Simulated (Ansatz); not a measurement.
`C[S][GeH3]` + `N[SiH3]` → `[SiH3][NH][GeH3]` + CH₃SH at 700 K and 1 bar (ligand exchange at a Ge–S bond).

Isolated molecules relaxed with PBE0-D4/def2-TZVP in Ansatz; ΔE leaves out vibrations. CBS: MP2 limit from def2 TZ/QZ plus the TZ coupled-cluster correction, frozen cores. This one scheme is used for every species. For Ge outer-core shells are correlated without core-valence functions, which leaves a few kJ/mol of doubt a bond. Scalar relativity is left out up to krypton.

```
           species  CCSD(T)/CBS energy (Eh)  H − E (kJ/mol)  S (J/(mol·K))
      `C[S][GeH3]`              -2515.55711           228.1          421.0
         `N[SiH3]`               -346.80422           180.7          336.3
`[SiH3][NH][GeH3]`              -2424.11992           242.6          454.5
             CH₃SH               -438.22835           160.2          309.0
```

H − E and S are ideal-gas, rigid-rotor, harmonic terms from PBE0-D4/def2-TZVP, for one conformer and one mirror image of each species. 1 Eh = 2625.50 kJ/mol, R = 8.31446 J/(mol·K).

Q: By hand: ΔE, ΔH, ΔS and ΔG.

A: ΔE = (-2424.11992) + (-438.22835) − (-2515.55711) − (-346.80422) = 0.01306 Eh = 34.3 kJ/mol. Δ(H − E) = 242.6 + 160.2 − 228.1 − 180.7 = -6.0, so ΔH = 28.3 kJ/mol. ΔS = 454.5 + 309.0 − 421.0 − 336.3 = 6.2 J/(mol·K). ΔG = 28.3 − 700 × (6.2)/1000 = 24.0 kJ/mol.

Q: By hand: the equilibrium constant, and the temperature at which ΔG would vanish if ΔH and ΔS stayed fixed.

A: log₁₀ K = −ΔG/(RT ln 10) = -1.8. ΔG = 0 at ΔH/ΔS = 4565 K, far beyond where these terms or the molecules hold.

The number of gas molecules stays the same, so ΔS is small and ΔH decides. A doubt of 5 kJ/mol in ΔE shifts log₁₀ K by 0.4 here. Other conformers and mirror images would add mixing entropy, several J/(mol·K) or more a flexible species. Modes under 60 cm⁻¹, often nearly free rotors, make the harmonic entropy too high. These are equilibria of isolated gas molecules and say nothing of rates. Largest T1 diagnostic: 0.011 (customary marks: 0.02 for closed shells, 0.045 for open ones).
